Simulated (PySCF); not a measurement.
## Correlation energy of Tc⁺ (technetium, charge +1)

[Kr] 4d5 5p1, high-spin 7P determinant (an excited configuration). Calculation: PySCF 2.14, in aug-cc-pVTZ-DK (9s8p6d3f2g, 102 functions); the spin-free X2C one-electron Hamiltonian (Gaussian nucleus). Frozen: [Kr]; 6 electrons correlated.

MP2 pair energies summed by pair of shells (mhartree):

```csv
pair,energy,share (%)
4d-4d,-58.29,80.1
4d-5p,-14.47,19.9
```

Total MP2 correlation energy: -72.75 mhartree.

Same-spin part -72.75 and opposite-spin part 0.00 mhartree; SCS-MP2 scales them by 1/3 and 6/5 to -24.25 mhartree.
